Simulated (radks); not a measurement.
Ionisation ladder of europium, from Eu22+ to Eu43+. Each ion is in the ground configuration listed by NIST, and IE = E(next ion) - E(this ion). Method: non-relativistic Kohn-Sham, LDA (Slater exchange, Perdew-Wang correlation), spin-unpolarised, spherical densities, point nucleus; relativity is left out, which matters for an element this heavy; computed with a radial shooting solver on a logarithmic mesh with Libxc functionals.

species      configuration  E (hartree)  IE, Delta-SCF (eV)  -e(HOMO) (eV)  HOMO  IE, NIST (eV)       kind  error (eV)
Eu22+             [Kr] 4d5  -10215.5964              714.59         694.81    4d            709     theory        +5.6
Eu23+             [Kr] 4d4  -10189.3356              754.58         734.48    4d            755     theory        -0.4
Eu24+             [Kr] 4d3  -10161.6053              795.17         774.78    4d            795     theory        +0.2
Eu25+             [Kr] 4d2  -10132.3832              836.36         815.67    4d            838     theory        -1.6
Eu26+             [Kr] 4d1  -10101.6476              878.12         857.15    4d            879     theory        -0.9
Eu27+                 [Kr]  -10069.3772              1033.3         1012.3    4p           1037     theory        -3.7
Eu28+    [Ar] 3d10 4s2 4p5  -10031.4029              1075.7         1054.5    4p           1078     theory        -2.3
Eu29+    [Ar] 3d10 4s2 4p4   -9991.8710              1118.4         1097.0    4p           1124     theory        -5.6
Eu30+    [Ar] 3d10 4s2 4p3   -9950.7688              1161.5         1139.9    4p           1167     theory        -5.5
Eu31+    [Ar] 3d10 4s2 4p2   -9908.0855              1204.7         1183.1    4p           1249     theory       -44.3
Eu32+    [Ar] 3d10 4s2 4p1   -9863.8124              1248.1         1226.4    4p           1296     theory       -47.9
Eu33+        [Ar] 3d10 4s2   -9817.9453              1355.0         1333.6    4s           1406     theory       -51.0
Eu34+        [Ar] 3d10 4s1   -9768.1484              1397.0         1376.4    4s         1456.1  semi-emp.       -59.0
Eu35+            [Ar] 3d10   -9716.8081              2508.3         2457.5    3d           2495     theory       +13.3
Eu36+             [Ar] 3d9   -9624.6287              2611.0         2559.4    3d           2591     theory       +20.0
Eu37+             [Ar] 3d8   -9528.6766              2715.1         2662.8    3d           2697     theory       +18.1
Eu38+             [Ar] 3d7   -9428.8975              2820.7         2767.7    3d           2807     theory       +13.7
Eu39+             [Ar] 3d6   -9325.2377              2927.8         2874.0    3d           2914     theory       +13.8
Eu40+             [Ar] 3d5   -9217.6444              3036.2         2981.8    3d           3022     theory       +14.2
Eu41+             [Ar] 3d4   -9106.0653              3146.1         3090.9    3d           3168     theory       -21.9
Eu42+             [Ar] 3d3   -8990.4494              3257.3         3201.5    3d           3279     theory       -21.7
Eu43+             [Ar] 3d2   -8870.7465              3369.8         3313.3    3d           3398     theory       -28.2

Reference values: NIST Atomic Spectra Database (exp. = measured, semi-emp. = semi-empirical, theory = theoretical value adopted there). The ionisation energy per charge of the ion left behind rises most, in proportion, at Eu35+ ([Ar] 3d10), from 39.915 to 69.676 eV. Relativity is left out here, which matters for elements this heavy. Spin polarisation and multiplet splitting are left out, so open shells lie too high by an amount that depends on their filling.

Beside tabulated values, note that spin-unpolarised runs miss the spin-polarisation part of the exchange energy of open shells.
